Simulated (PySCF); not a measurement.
Cl₄Sb, charge +1, singlet, at a GFN2-xTB geometry (all electrons, no relativity).

Input for PySCF:
```python
from pyscf import gto, scf, dft

mol = gto.M(
    atom='''
Sb   -0.00000000   -0.00000000    0.00000000
Cl    1.84740184   -0.63968342   -1.20239968
Cl    0.62122222    0.48888872    2.15474458
Cl   -0.93603228    1.85924544   -0.96690403
Cl   -1.53259177   -1.70845074    0.01455913
''',
    basis='sto-3g',
    charge=1,
    verbose=3,
)

mf = dft.RKS(mol)
mf.xc = 'r2scan'
mf.kernel()
```

What HOMO-LUMO gap does PySCF with R2SCAN/STO-3G give?

4.54 eV

What is the computed nuclear repulsion energy (R2SCAN/STO-3G)?

1044.4039 Eh

Give the total energy at the level R2SCAN/STO-3G.

-8074.227354 Ha

What is the computed Mulliken (on the basis functions themselves) charges in atom order (R2SCAN/STO-3G)?

Sb1 1.34, Cl2 -0.09, Cl3 -0.08, Cl4 -0.08, Cl5 -0.09
